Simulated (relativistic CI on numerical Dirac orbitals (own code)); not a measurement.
Computed by Dirac-Coulomb-Breit CI, orbitals from a KLI potential per configuration, a model potential for QED, unscaled Slater integrals (own radial code, finite nucleus).

The strongest absorption lines from the ground level of an ion, among the configurations computed and to levels below about 1280 eV (vacuum wavelength in nm, gf): 1.0451 (0.053), 1.0946 (0.08), 1.0991 (0.26), 1.1040 (0.055), 1.1266 (1.3), 1.1937 (0.058), 8.4653 (0.034), 11.954 (0.09).

**Question.** Which ion is it?
A. Ga²⁵⁺
B. Co²³⁺
C. Co²¹⁺
D. Co¹⁹⁺

**Answer.** C. Co²¹⁺ has 6 electrons and the ground level 2s²2p² ³P0; the strongest line goes to 2s²2p3d ³D°1. The pattern of lines fixes the number of electrons, and along that sequence the line energies rise steadily with the charge (about as its square where n changes within one kind of shell, about linearly where n is kept but much faster in heavy ions where fine structure, which grows about as Z⁴, sets the gap, and irregularly where shells cross), which fixes Z. Configurations outside the model, such as inner-shell arrays, can give stronger lines. At this charge energies of transitions that change n are usually good to better than 1 %, and those within a shell (Δn = 0) to a few per cent.

LS names give the leading component of a level, which can be under half, so a name can repeat, a term be missing and a line seem to break the LS rules.
